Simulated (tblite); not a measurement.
Q: Give a GFN2-xTB geometry of `C=CCC[C@@H](C#N)O[SiH3]`.

A: 
```xyz
20
C6H11NOSi angstrom
C     -3.3751   -1.5082    0.7726
C     -2.6926   -0.6803    0.0054
C     -1.2515   -0.8558   -0.3574
C     -0.4210    0.3348    0.1272
C      1.0628    0.1957   -0.2459
C      1.2065    0.1463   -1.6916
N      1.3247    0.1342   -2.8282
O      1.7734    1.2770    0.2843
Si     3.3793    1.5143    0.3830
H     -4.4124   -1.3434    1.0084
H     -2.9251   -2.3930    1.1934
H     -3.1651    0.2026   -0.4049
H     -0.8677   -1.7787    0.0831
H     -1.1603   -0.9341   -1.4453
H     -0.4855    0.4210    1.2139
H     -0.8001    1.2623   -0.3075
H      1.4601   -0.7520    0.1560
H      4.0025    1.5392   -0.9396
H      3.3493    2.7943    1.0669
H      3.9928    0.4345    1.1638
```

Orientation and origin are arbitrary. Atoms count from 1 in this order. Si9 (oxygen-bound silicon) is distorted tetrahedral (angles from 97.9° to 114.8°). The C–C distances run from 1.319 Å (C1=C2, drawn double) to 1.536 Å (C4–C5, drawn single), a spread of 0.217 Å. Of the pairs four or more bonds apart, C6···H14 is among the closest relative to their van der Waals radii: 2.61 Å, 90 % of the sum of Bondi's values. O8 (silyl ether oxygen) is bent (angle 129.6°).

Bonds between heavy atoms (Å): C1=C2 1.319, C2–C3 1.496, C3–C4 1.530, C4–C5 1.536, C5–C6 1.454, C6≡N7 1.143, C5–O8 1.398, O8–Si9 1.626.

The geometry is computed with GFN2-xTB (gas phase).

Point group: C1 (no symmetry element, even within 0.4 Å). Its GFN2-xTB frequencies are all real (lowest 30 cm⁻¹). One conformer, not necessarily the lowest (C1–C2–C3–C4 -120°, C2–C3–C4–C5 -179°, C3–C4–C5–C6 61°, C4–C5–O8–Si9 170°). 3 starts were optimised and ended at 0.00, 0.25 and 0.96 kcal/mol (GFN2-xTB); the lowest of these is shown.
